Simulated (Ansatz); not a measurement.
Relaxation of CH6BNOSi (11 atoms, charge 0, multiplicity 1), to a largest force component of 0.015 eV/Å in at most 40 steps.

These are results of RKS B3LYP/6-31G in Ansatz 0.2.0, not measurements.

```xyz
11
Properties=species:S:1:pos:R:3:forces:R:3
B -2.050 -0.423 0.104 -2.79 0.51 0.01
Si -0.202 -0.714 0.305 -0.96 -2.42 0.59
N 0.647 0.755 0.696 4.14 0.65 2.91
C 1.329 0.663 -0.649 -3.16 1.80 -0.85
O 0.648 -0.532 -1.174 1.11 -0.34 -1.91
H -2.775 -0.179 1.041 0.25 -0.12 -0.26
H -2.545 -0.331 -0.985 0.05 -0.10 0.15
H 0.272 -1.867 1.074 0.08 -0.79 0.53
H 1.420 0.492 1.441 -1.89 1.35 -1.16
H 0.967 1.537 -1.234 0.88 -0.47 0.02
H 2.354 0.542 -0.599 2.30 -0.06 -0.03
```

Where does it end, and by what steps?

The run converged. Limits of this set-up: no polarisation functions. After 10 steps the energy has fallen by 1.024 eV; H9 moved furthest, 0.75 Å.

| step | energy less start (eV) | largest force component (eV/Å) | accepted |
| --- | --- | --- | --- |
| 0 | 0.0000 | 4.137 | yes |
| 1 | -0.7258 | 1.789 | yes |
| 2 | -0.8991 | 0.783 | yes |
| 3 | -0.9149 | 0.844 | yes |
| 4 | -0.9684 | 0.981 | yes |
| 5 | -1.0039 | 0.210 | yes |
| 6 | -1.0133 | 0.536 | yes |
| 7 | -1.0185 | 0.351 | yes |
| 8 | -1.0220 | 0.088 | yes |
| 9 | -1.0232 | 0.019 | yes |
| 10 | -1.0236 | 0.014 | yes |

```xyz
11
Properties=species:S:1:pos:R:3
B -2.203 -0.447 0.187
Si -0.214 -0.786 0.206
N 0.840 0.577 0.697
C 1.485 0.667 -0.627
O 0.710 -0.412 -1.298
H -2.751 -0.034 1.165
H -2.856 -0.637 -0.792
H 0.121 -2.163 0.755
H 1.055 1.148 1.497
H 1.327 1.621 -1.142
H 2.551 0.409 -0.628
```

Whether the end is a true minimum wasn't checked by a vibrational analysis.

The run took 51 s on 1 thread of Arm Neoverse V1, on a shared host, peak memory 0.18 GiB.
